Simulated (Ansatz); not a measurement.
Reaction: BAsH4 (SMILES [AsH2]B) → BAsH3 (SMILES B[AsH], doublet) + H (doublet) (the As-H bond breaks)
Each species at its own B3LYP-D3(BJ)/def2-TZVP minimum (Ansatz, a first-principles code).

Total energies in hartree (Ansatz). UHF or UKS for unpaired electrons; spin-orbit terms are left out. Correlated methods leave the cores frozen (noble-gas shells, and filled d and f shells in the p block). No relativity. Where a partner has so few electrons that a lower coupled-cluster level is exact, that level stands in.

```csv
species,HF/cc-pVTZ,CCSD(T)/cc-pVTZ,HF/cc-pVQZ,CCSD(T)/cc-pVQZ,CCSDT(Q)/cc-pVTZ
1: BAsH4 (SMILES [AsH2]B),-2261.23284,-2261.53024,-2261.23796,-2261.55022,-2261.53189
"2: BAsH3 (SMILES [AsH]B, doublet)",-2260.64155,-2260.90526,-2260.64642,-2260.92346,-2260.90692
3: H (doublet),-0.49981,-0.49981,-0.49995,-0.49995,-0.49981
```

Work out the bond dissociation energy (electronic) in kcal/mol: take Hartree-Fock from cc-pVQZ, extrapolate the CCSD(T) correlation energy as X^-3 (X = 3, 4), and add CCSDT(Q) - CCSD(T) in cc-pVTZ. 1 hartree = 627.51 kcal/mol.


Species 1: correlation (64·(-0.31226) - 27·(-0.29740))/37 = -0.32310; step -0.00165; E1 = -2261.23796 + (-0.32310) + (-0.00165) = -2261.56271
Species 2: correlation (64·(-0.27704) - 27·(-0.26371))/37 = -0.28677; step -0.00166; E2 = -2260.64642 + (-0.28677) + (-0.00166) = -2260.93485
Species 3: correlation (64·(0.00000) - 27·(0.00000))/37 = 0.00000; step +0.00000; E3 = -0.49995 + (0.00000) + (+0.00000) = -0.49995
-1·E1 +1·E2 +1·E3 = 0.12791 hartree = 80.3 kcal/mol.
